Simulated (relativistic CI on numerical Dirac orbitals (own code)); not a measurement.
K³⁺: what numerical and physical settings do to a radial Dirac CI calculation

Reference input:

```
atom K  Z=19  charge=3  electrons=16
nucleus A=39  rms_radius_fm=3.4349
hamiltonian dirac-coulomb  breit=on  qed=on  c_scale=1
orbitals kli  potential=per-configuration
slater_scale 1
correlation none
mixing on
grid step=0.0125 r_max=25.7
scf mixing=0.4 start=green max_iterations=150 tolerance=2e-08 node_fill=0.05
configurations
  [Ne] 3s2 3p4
  [Ne] 3s 3p5
  [Ne] 3s2 3p3 3d
end
```

Computed lowest total energy -598.35302 Ha, first excitation 1677.9 cm⁻¹, 30 SCF steps. Runs with settings changed; * marks those that are bad on purpose:

```csv
Changed,Outcome,Lowest level,ΔE (Ha),First excitation (cm⁻¹),SCF steps,Message
node fill of the KLI weights 0.5,converged,3s²3p⁴ ³P2,0.0111,1714.4,30,
start potential previous,converged,3s²3p⁴ ³P2,-6.74e-11,1677.9,25,
iteration limit 30,converged,3s²3p⁴ ³P2,0,1677.9,30,
"end of the grid at 38.55 bohr, nuclear radius 4.4654 fm",converged,3s²3p⁴ ³P2,0.000551,1677.9,30,
grid step 0.3 *,not converged,,,,1,SCF of 1s2 2s2 2p6 3s2 3p4 stopped: an orbital could not be found
charge 2 *,refused,,,,0,"configuration [Ne] 3s2 3p4 has 16 electrons, the ion has 17"
```

With so few configurations and no correlation, terms lie too far apart (by 10 to 50 % near neutrality), their order can be wrong, and levels of other configurations are missing.
